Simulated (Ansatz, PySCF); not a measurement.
Process, species as SMILES: CNC [N-methylmethanamine] → [CH3] (CH3) + C[NH] (the C-N bond at the site shown breaks; other sites are not compared here)
Geometries: B3LYP-D3(BJ)/def2-TZVP minima from Ansatz (a quantum-chemistry and plane-wave program).

Quantity: bond dissociation energy (enthalpy at 298 K, with B3LYP-D3(BJ) rigid-rotor harmonic-oscillator terms from PySCF), in eV. Valence correlation only, unless marked. Open shells are spin-unrestricted. Spin-orbit coupling is left out. Non-relativistic. Basis-set limits of correlation are two-point, X^-3; Hartree-Fock from the larger set. [CCSD(T)-MP2]/basis is that difference in the basis named.

| level | program | bond dissociation energy (eV) | minus last row |
|---|---|---|---|
| HF/cc-pVDZ | Ansatz | 2.04 | -1.49 |
| HF-D3(BJ)/def2-TZVPD | PySCF + dftd3 | 2.34 | -1.19 |
| RI-HF/cc-pVQZ | Ansatz | 2.00 | -1.53 |
| PBE-D4/def2-TZVPD | Ansatz + dftd4 | 3.50 | -0.03 |
| BLYP-D3(BJ)/def2-TZVPD | Ansatz + dftd3 | 3.25 | -0.28 |
| BLYP/def2-TZVPD | Ansatz | 3.13 | -0.40 |
| B3LYP/def2-TZVPD | Ansatz | 3.20 | -0.33 |
| TPSSh-D3(BJ)/def2-TZVPD | PySCF + dftd3 | 3.22 | -0.31 |
| r2SCAN0/def2-TZVPD | Ansatz | 3.11 | -0.42 |
| MP2/6-31G | Ansatz | 3.18 | -0.35 |
| CCSD(T)/STO-3G | Ansatz | 3.57 | 0.04 |
| CCSD(T)/6-31G | Ansatz | 3.01 | -0.52 |
| CCSD(T)/cc-pVDZ | PySCF | 3.34 | -0.19 |
| CCSD(T) with core electrons/cc-pwCVTZ | Ansatz | 3.46 | -0.07 |
| RI-MP2/CBS(aug-cc-pVTZ,aug-cc-pVQZ)+[CCSD(T)-MP2]/aug-cc-pVTZ | Ansatz | 3.53 | 0.00 |
